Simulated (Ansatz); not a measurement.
A set of 12 reactions (ligand exchange), with CCSD(T)/CBS values in kJ/mol:

```json
{"reaction": "`CS[Si]O` + CH₃SH → `CS[Si]SC` + H₂O", "ΔE": "47.1"}
{"reaction": "`C[O][In]([OH])[SH]` + H₂S → `C[O][In]([SH])[SH]` + H₂O", "ΔE": "-67.8"}
{"reaction": "`[SiH3][Ge]([Cl])([Cl])[Cl]` + H₂Se → `[Cl][Ge]([Cl])([Cl])[SeH]` + SiH₄", "ΔE": "-30.0"}
{"reaction": "`C=C(F)[SiH](O)O` + `O[SiH2]F` → `O[SiH](O)O[SiH2]F` + `C=CF`", "ΔE": "-137.1"}
{"reaction": "`B/C=C(/O)OC` + `N[SiH3]` → `BN[SiH3]` + `C=C(O)OC`", "ΔE": "-112.5"}
{"reaction": "`[NH]=[W](=[NH])([NH2])[OH]` + NH₃ → `[NH]=[W](=[NH])([NH2])[NH2]` + H₂O", "ΔE": "25.6"}
{"reaction": "`COCS[SiH3]` + `OB(S)S` → `[SiH3]OB(S)S` + `COCS`", "ΔE": "-32.2"}
{"reaction": "`CBNCF` + `[SiH3]S` → `CBS[SiH3]` + `NCF`", "ΔE": "40.8"}
{"reaction": "`OC(F)(F)N[SiH3]` + `[OH][In]([OH])[SH]` → `[OH][In]([SH])[O][SiH3]` + `NC(O)(F)F`", "ΔE": "-59.1"}
{"reaction": "`O[SiH2]CS` + `SS` → `O[SiH2]SS` + CH₃SH", "ΔE": "-63.8"}
{"reaction": "`C[N](C)[Ga]([OH])[SH]` + H–F → `[OH][Ga]([F])[SH]` + `CNC`", "ΔE": "-39.7"}
{"reaction": "`[F][GaH][Br]` + HCl → `[Cl][GaH][Br]` + H–F", "ΔE": "-35.3"}
```

Calculated with Ansatz (gas phase, PBE0-D4/def2-TZVP geometries, no zero-point term in ΔE). CBS: MP2 limit from def2 TZ/QZ plus the TZ coupled-cluster correction, frozen cores. This one scheme is used for every species. DFT in def2-TZVPP. B3LYP here is the variant with VWN-RPA as its local correlation; programs differ in this. Elements past krypton have def2 core potentials. For Br, Ga, Ge, In, Se, W outer-core shells are correlated without core-valence functions, which leaves a few kJ/mol of doubt a bond. Scalar relativity is left out up to krypton. Each species was taken in one conformer, which may not be the lowest.

(1) Give the mean, mean absolute and largest difference (level minus CCSD(T)/CBS, kJ/mol) for: PBE-D4, r2SCAN-D4, PBE0-D4, B3LYP-D4, ωB97X-V, r2SCAN, PBE0, B3LYP, MP2/def2-TZVPP, CCSD/def2-TZVPP, CCSD(T)/def2-TZVPP, MP2/def2-QZVPP, HF/CBS(def2), CCSD/CBS(def2). (Best estimate.)

The largest T1 diagnostic in the set is 0.020, for `[NH]=[W](=[NH])([NH2])[OH]` (customary mark 0.02).

CCSD(T)/CBS is a level of theory with its own doubt, and the functionals carry their triple-zeta basis error, so these figures describe this set and don't rank the functionals.

## Answers

(1) The calculation gave: 
| level | mean | mean absolute | largest |
| --- | --- | --- | --- |
| PBE-D4 | 3.7 | 8.5 | 16.9 |
| r2SCAN-D4 | 1.7 | 5.5 | -17.2 |
| PBE0-D4 | 1.2 | 5.6 | 10.4 |
| B3LYP-D4 | 1.2 | 4.0 | -13.0 |
| ωB97X-V | 2.9 | 5.9 | -17.9 |
| r2SCAN | 1.9 | 6.1 | -20.2 |
| PBE0 | 1.9 | 6.1 | -18.7 |
| B3LYP | 2.6 | 8.3 | -29.1 |
| MP2/def2-TZVPP | -0.8 | 2.0 | -10.0 |
| CCSD/def2-TZVPP | 0.7 | 4.5 | 13.0 |
| CCSD(T)/def2-TZVPP | 0.9 | 2.4 | 5.5 |
| MP2/def2-QZVPP | -1.4 | 2.3 | -8.5 |
| HF/CBS(def2) | -3.3 | 14.6 | -40.8 |
| CCSD/CBS(def2) | -0.2 | 2.3 | 7.4 |
